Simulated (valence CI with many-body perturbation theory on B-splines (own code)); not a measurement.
**Which ion has this spectrum?**

A relativistic CI+MBPT calculation for an atom or ion with 40 electrons gives these levels (cm⁻¹):

```csv
J,Parity,E,g
0,even,0,
1,even,150357,1.50
4,even,192723,1.07
2,even,196671,1.23
3,even,208354,1.14
0,even,330822,
2,even,334785,1.25
4,even,341865,1.15
3,even,346026,1.17
5,even,362146,1.08
1,even,373569,1.10
6,even,374121,1.08
3,even,386884,1.08
4,even,389087,1.03
```

The energies are calculated, and their last digits are not significant.

Task: Which is it?
A. Ir37+
B. Pt38+
C. W34+
D. Hg40+

Result: A. Ir37+, ground level (4d3/2^4) J=0.
